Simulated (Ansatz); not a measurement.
System: sum formula TaO2F (charge +1, doublet). The spin state was set by rule; other spins were not relaxed. 
Structure (B3LYP-D3(BJ)/def2-TZVP (Ansatz, a program for electronic structure) minimum search):
```xyz
4

Ta     0.0698    -0.0742    -0.1689
O     -1.4536    -0.7632     0.3935
O     -0.5660     1.5685    -0.2639
F      1.2287    -0.1139     1.2549
```
Charge +1, spin multiplicity 2.

Basis-set convergence of Hartree-Fock and CCSD(T) correlation energies (hartree) with Ansatz. Correlated levels leave the core frozen unless marked. UHF or UKS for open shells. No spin-orbit coupling. The frozen core is the preceding noble-gas configuration, with the filled d and f shells of earlier blocks. Past Kr the def2 sets carry scalar-relativistic core potentials.

The UHF reference is spin-contaminated (<S^2> 0.40 over the pure value in the largest basis). The T1 diagnostic of CCSD in the largest basis is 0.056, which is high, so the coupled-cluster rows are less sure than usual.

| basis | functions | E(HF) | E(corr, CCSD(T)) |
|---|---|---|---|
| def2-SVPD | 104 | -305.11756 | -0.72718 |
| def2-TZVPPD | 179 | ___ | ___ |

**Question.** Fill in the missing entries.

**Answer.** 
- def2-TZVPPD, E(HF): -305.44899
- def2-TZVPPD, E(corr, CCSD(T)): -0.88244
